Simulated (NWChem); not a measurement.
System: GeNH₅O; SMILES [GeH2]([OH])[NH2]

Here is an NWChem input.

```
start job
memory heap 200 mb stack 900 mb global 1100 mb
geometry units angstroms noautoz
  Ge    -0.327368     0.021432     0.000000
  N      0.637924    -1.517049     0.000000
  O      0.799072     1.412246     0.000000
  H     -1.183178     0.050735     1.280826
  H     -1.183178     0.050735    -1.280826
  H      1.212494    -1.659627    -0.826069
  H      1.212494    -1.659627     0.826069
  H      0.352851     2.265707     0.000000
end
basis spherical
  Ge library 6-31g*
  N library 6-31g*
  O library 6-31g*
  H library 6-31g*
end
dft
  xc xwpbe 1.00 cpbe96 1.0 hfexch 1.00
  cam 0.2 cam_alpha 0.0 cam_beta 1.0
  iterations 150
  vectors input atomic output neutral.movecs
end
task dft energy
charge 1
dft
  odft
  mult 2
  vectors input atomic output cation.movecs
end
task dft energy
```

NWChem printed, in part:

```
             Northwest Computational Chemistry Package (NWChem) 7.3.0
             --------------------------------------------------------

 CS  symmetry detected

                             Geometry "geometry" -> ""
                             -------------------------

 Output coordinates in angstroms (scale by  1.889725989 to convert to a.u.)

  No.       Tag          Charge          X              Y              Z
 ---- ---------------- ---------- -------------- -------------- --------------
    1 Ge                  32.0000    -0.34279048     0.00860096     0.00000000
    2 N                    7.0000     0.64440213    -1.51591968     0.00000000
    3 O                    8.0000     0.76364660     1.41538014     0.00000000
    4 H                    1.0000    -1.19893199     0.02566343     1.28082600
    5 H                    1.0000    -1.19893199     0.02566343    -1.28082600
    6 H                    1.0000     1.22095216    -1.65026711    -0.82606900
    7 H                    1.0000     1.22095216    -1.65026711     0.82606900
    8 H                    1.0000     0.30526727     2.26237321     0.00000000

 Effective nuclear repulsion energy (a.u.)     217.1437156365

      Symmetry information
      --------------------

 Group name             Cs
 Group number              2
 Group order               2
 No. of unique centers     6

  pbe96 is a nonlocal functional; adding pw91lda local functional.

                                 NWChem DFT Module
                                 -----------------

 Summary of "ao basis" -> "ao basis" (spherical)
 ------------------------------------------------------------------------------
       Tag                 Description            Shells   Functions and Types
 ---------------- ------------------------------  ------  ---------------------
 Ge                          6-31g*                 12       32   5s4p3d
 N                           6-31g*                  6       14   3s2p1d
 O                           6-31g*                  6       14   3s2p1d
 H                           6-31g*                  2        2   2s

      Symmetry analysis of basis
      --------------------------

        a'         48
        a"         22

            General Information
            -------------------
          SCF calculation type: DFT
          Wavefunction type:  closed shell.
          No. of atoms     :     8
          No. of electrons :    52
           Alpha electrons :    26
            Beta electrons :    26
          Charge           :     0
          Spin multiplicity:     1
          Use of symmetry is: on ; symmetry adaption is: on
          Maximum number of iterations: 150
          AO basis - number of functions:    70
                     number of shells:    34
          Convergence on energy requested:  1.00D-06
          Convergence on density requested:  1.00D-05
          Convergence on gradient requested:  5.00D-04

              XC Information
              --------------
                     Hartree-Fock (Exact) Exchange  1.000
                     LC-wPBE(h)Exchange Functional  1.000
            Perdew 1991 LDA Correlation Functional  1.000 local
           PerdewBurkeErnz. Correlation Functional  1.000 non-local

           Range-Separation Parameters
           ---------------------------
           Alpha           :  0.00
           Beta            :  1.00
           Gamma           :  0.20
           Short-Range HF  :     F

             Grid Information
             ----------------
          Grid used for XC integration:  medium
          Radial quadrature: Mura-Knowles
          Angular quadrature: Lebedev.
          Tag              B.-S. Rad. Rad. Pts. Rad. Cut. Ang. Pts.
          ---              ---------- --------- --------- ---------
          Ge                  1.25      112           8.0       590
          N                   0.65       49          10.0       434
          O                   0.60       49           9.0       434
          H                   0.35       45          10.0       434
          Grid pruning is: on
          Number of quadrature shells:   345
          Spatial weights used:  Erf1

      Superposition of Atomic Density Guess
      -------------------------------------

 Sum of atomic energies:       -2206.56068965

      Non-variational initial energy
      ------------------------------

 Total energy =   -2207.579147
 1-e energy   =   -3505.479918
 2-e energy   =    1080.757056
 HOMO         =      -0.364754
 LUMO         =       0.050360

      Symmetry analysis of molecular orbitals - initial
      -------------------------------------------------

  Numbering of irreducible representations:

     1 a'          2 a"

  Orbital symmetries:

     1 a'          2 a'          3 a"          4 a'          5 a'
     6 a'          7 a'          8 a'          9 a'         10 a"
    11 a'         12 a'         13 a'         14 a"         15 a"
    16 a'         17 a'         18 a'         19 a'         20 a'
    21 a"         22 a'         23 a"         24 a'         25 a"
    26 a'         27 a'         28 a'         29 a'         30 a'
    31 a"         32 a'         33 a"         34 a'         35 a"
    36 a'

   convergence    iter        energy       DeltaE   RMS-Dens  Diis-err
 ---------------- ----- ----------------- --------- --------- ---------
 d= 0,ls=0.0,diis     1  -2209.1870908584 -2.43D+03  1.62D-02  8.18D-01
 d= 0,ls=0.0,diis     2  -2209.1789796796  8.11D-03  7.95D-03  1.03D+00
 d= 0,ls=0.0,diis     3  -2209.2755469983 -9.66D-02  1.49D-03  2.86D-02
 d= 0,ls=0.0,diis     4  -2209.2776359035 -2.09D-03  5.18D-04  4.77D-03
 d= 0,ls=0.0,diis     5  -2209.2780031359 -3.67D-04  1.39D-04  3.07D-04
  Resetting Diis
 d= 0,ls=0.0,diis     6  -2209.2780351629 -3.20D-05  3.80D-05  1.69D-05
 d= 0,ls=0.0,diis     7  -2209.2780362953 -1.13D-06  2.16D-05  1.74D-06
 d= 0,ls=0.0,diis     8  -2209.2780363400 -4.47D-08  9.16D-06  2.25D-06

         Total DFT energy =    -2209.278036340013
      One electron energy =    -3507.761042570211
           Coulomb energy =     1177.330442382610
    Exchange-Corr. energy =      -95.991151788880
 Nuclear repulsion energy =      217.143715636468

 Numeric. integr. density =       51.999982871966

                  Occupations of the irreducible representations
                  ----------------------------------------------

                     irrep           alpha         beta
                     --------     --------     --------
                     a'               19.0         19.0
                     a"                7.0          7.0

                       DFT Final Molecular Orbital Analysis
                       ------------------------------------

 Vector   24  Occ=2.000000D+00  E=-3.745235D-01  Symmetry=a'
              MO Center=  3.9D-01,  8.9D-01,  2.6D-14, r^2= 2.4D+00
   Bfn.  Coefficient  Atom+Function         Bfn.  Coefficient  Atom+Function
  ----- ------------  ---------------      ----- ------------  ---------------
    49      0.503004  3 O  px                53      0.352987  3 O  px
    11     -0.274333  1 Ge px                52      0.206739  3 O  s
    36     -0.143885  2 N  py                62      0.122812  4 H  s
    64      0.122812  5 H  s                  7      0.115731  1 Ge px
    12     -0.110887  1 Ge py                61      0.111125  4 H  s

 Vector   25  Occ=2.000000D+00  E=-3.306885D-01  Symmetry=a"
              MO Center=  3.2D-01,  1.1D+00, -7.7D-15, r^2= 2.0D+00
   Bfn.  Coefficient  Atom+Function         Bfn.  Coefficient  Atom+Function
  ----- ------------  ---------------      ----- ------------  ---------------
    51      0.567810  3 O  pz                55      0.436985  3 O  pz
    62     -0.219480  4 H  s                 64      0.219480  5 H  s
    13     -0.132857  1 Ge pz                61     -0.130480  4 H  s
    63      0.130480  5 H  s                 17      0.084298  1 Ge pz
    21      0.068691  1 Ge d  1               9      0.056875  1 Ge pz

 Vector   26  Occ=2.000000D+00  E=-3.160337D-01  Symmetry=a'
              MO Center=  5.5D-01, -1.4D+00,  2.4D-15, r^2= 1.5D+00
   Bfn.  Coefficient  Atom+Function         Bfn.  Coefficient  Atom+Function
  ----- ------------  ---------------      ----- ------------  ---------------
    36      0.431129  2 N  py                40      0.364842  2 N  py
    35      0.339951  2 N  px                39      0.272406  2 N  px
    38     -0.188616  2 N  s                 50      0.124740  3 O  py
    34     -0.111245  2 N  s                 52     -0.096702  3 O  s
    54      0.093130  3 O  py                49      0.092034  3 O  px

 Vector   27  Occ=0.000000D+00  E= 8.981529D-02  Symmetry=a'
              MO Center= -4.9D-01,  5.6D-01, -1.7D-15, r^2= 5.0D+00
   Bfn.  Coefficient  Atom+Function         Bfn.  Coefficient  Atom+Function
  ----- ------------  ---------------      ----- ------------  ---------------
    16      0.952939  1 Ge py                52     -0.539080  3 O  s
    38      0.530723  2 N  s                 12      0.313685  1 Ge py
    53      0.240899  3 O  px                49      0.228083  3 O  px
    14      0.210021  1 Ge s                 70      0.202682  8 H  s
    62     -0.169471  4 H  s                 64     -0.169471  5 H  s

 Vector   28  Occ=0.000000D+00  E= 1.009798D-01  Symmetry=a'
              MO Center=  4.2D-01, -2.5D-01,  1.2D-15, r^2= 5.1D+00
   Bfn.  Coefficient  Atom+Function         Bfn.  Coefficient  Atom+Function
  ----- ------------  ---------------      ----- ------------  ---------------
    38      0.921421  2 N  s                 15     -0.776174  1 Ge px
    52      0.519535  3 O  s                 14     -0.414716  1 Ge s
    10      0.330448  1 Ge s                 70     -0.316861  8 H  s
    66     -0.306210  6 H  s                 68     -0.306210  7 H  s
    40      0.255932  2 N  py                11     -0.215128  1 Ge px

[...]
```

Level: LC-wPBE (HJS exchange hole, range parameter 0.2 per bohr)/6-31G* (spherical d), vertical spin-unrestricted ions. The geometry was optimised at PBE0/def2-SVP.
